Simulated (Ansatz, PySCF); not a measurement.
C₂H₆BiF. Atoms are numbered in the order given.

```xyz
10

Bi    -0.2850     0.1285     0.0000
F      1.3692     1.3631     0.0000
C      0.5786    -1.2071     1.6430
H      0.1934    -0.9088     2.6278
H      0.3324    -2.2598     1.4407
H      1.6668    -1.0565     1.6036
C      0.5786    -1.2071    -1.6430
H      0.1934    -0.9088    -2.6278
H      1.6668    -1.0565    -1.6036
H      0.3324    -2.2598    -1.4407
```

Coordinates come from a B3LYP-D3(BJ)/def2-SVP optimisation. The structure was generated by enumeration; whether it is a known compound was not checked. The def2 effective core potentials stand for the cores of Bi; spin–orbit coupling is left out.

Vertical ionisation energy (IE) and electron affinity (EA) in eV. Rows of orbital energies are one-electron estimates. Where ΔSCF, EOM or ADC give a negative EA the extra electron is unbound and the value depends on the basis.

```csv
level,IE,EA
"−ε(HOMO), −ε(LUMO), B3LYP/def2-TZVP (PySCF)",7.01,1.50
"−ε(HOMO), −ε(LUMO), PBE/def2-TZVP (PySCF)",6.11,2.00
"ΔSCF, PBE0/def2-SVPD (Ansatz), final states of multiplicity 2 and 2",9.23,-0.36
"ΔSCF, PBE/def2-SVPD (Ansatz), final states of multiplicity 2 and 2",[?],[?]
```

What belongs in the gaps? (An estimate is asked for; the answer gives what the named calculation found.)


- ΔSCF, PBE/def2-SVPD (Ansatz, a quantum-chemistry and plane-wave program), final states of multiplicity 2 and 2, IE: 9.04
- ΔSCF, PBE/def2-SVPD (Ansatz), final states of multiplicity 2 and 2, EA: -0.38

What vertical singlet–triplet gap does ΔSCF give with PBE0/def2-SVPD (Ansatz) and with PBE/def2-SVPD (Ansatz)? (An estimate is asked for; the answer gives what the named calculation found.)

4.01 and 3.88 eV (triplet above singlet where positive).
